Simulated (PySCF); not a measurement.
**How methods differ on the ionisation energy of Sr³³⁺**

Sr³³⁺ [He] 2s2 2p1 (2P) → Sr³⁴⁺ [He] 2s2 (1S), as a difference of total energies. All numbers are calculated (PySCF 2.14, the spin-free X2C one-electron Hamiltonian (Gaussian nucleus), in an even-tempered Gaussian basis (19 s from 11 bohr⁻², ratio 2.2; 12 p from 14 bohr⁻², ratio 2.2; 6 d from 55 bohr⁻², ratio 2.4; 5 f from 82 bohr⁻², ratio 2.4; 4 g from 120 bohr⁻², ratio 2.4)). Correlated levels: nothing frozen; virtual orbitals above 40 to 60 times the deepest correlated orbital energy dropped. The calculations carry no spin-orbit coupling.

```csv
method,ionisation energy (eV)
UHF,4186.1
LDA,4182.1
PBE,4187.2
PBE0,4187.1
r2SCAN,4188.8
M06-L,4188.7
TPSSh,4188.7
MP2 (all electrons),4185.3
SCS-MP2 (all electrons),4185.0
```

A first-order spin-orbit estimate (lowest level to lowest level, LS coupling) adds 51.217 eV.

For this ion Breit and QED terms and the two-electron picture change, all absent here, outweigh the differences among the correlated methods.

For comparison: 4232 ± 3 eV (semi-empirical (NIST evaluation); NIST Atomic Spectra Database, ionization energies).
